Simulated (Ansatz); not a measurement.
Isolated molecules relaxed with PBE0-D4/def2-TZVP in Ansatz; ΔE leaves out vibrations. CCSD(T)/CBS is the MP2 limit (def2-TZVPP, def2-QZVPP) plus CCSD(T) − MP2 in def2-TZVPP, frozen cores. DFT in def2-TZVPP. B3LYP here is the variant with VWN-RPA as its local correlation; programs differ in this. For Ge outer-core shells are correlated without core-valence functions, which leaves a few kJ/mol of doubt a bond. Scalar relativity is left out up to krypton. One conformer a species, not always the lowest.

Consider the formal exchange of groups at a Ge–S bond: `OC[S][GeH3]` + `C1=NCO1` → `[GeH3][CH]1N=CO1` + `OCS`.

```csv
level,ΔE (kJ/mol),difference from CCSD(T)/CBS
PBE-D4,70.9,5.1
r2SCAN-D4,72.5,6.7
PBE0-D4,72.5,6.7
B3LYP-D4,69.5,3.7
ωB97X-V,67.4,1.6
ωB97M-V,67.3,1.5
B2PLYP,67.7,1.9
PBE,70.5,4.7
r2SCAN,72.4,6.6
PBE0,72.1,6.3
B3LYP,68.7,2.9
HF/def2-TZVPP,75.5,9.7
MP2/def2-TZVPP,65.5,-0.3
SCS-MP2/def2-TZVPP,65.3,-0.5
CCSD/def2-TZVPP,64.7,-1.1
CCSD(T)/def2-TZVPP,64.7,-1.1
HF/def2-QZVPP,75.4,9.6
MP2/def2-QZVPP,66.0,0.2
SCS-MP2/def2-QZVPP,65.9,0.1
HF/CBS(def2),75.4,9.6
MP2/CBS(def2),66.5,0.7
CCSD/CBS(def2),65.7,-0.1
CCSD(T)/CBS,65.8,0
```

Largest T1 diagnostic among the species: 0.015.

In def2-TZVPP, CCSD(T) changes the Hartree–Fock value by −10.8 kJ/mol (the triples alone add +0.0 kJ/mol) and MP2 by −10.0 kJ/mol.
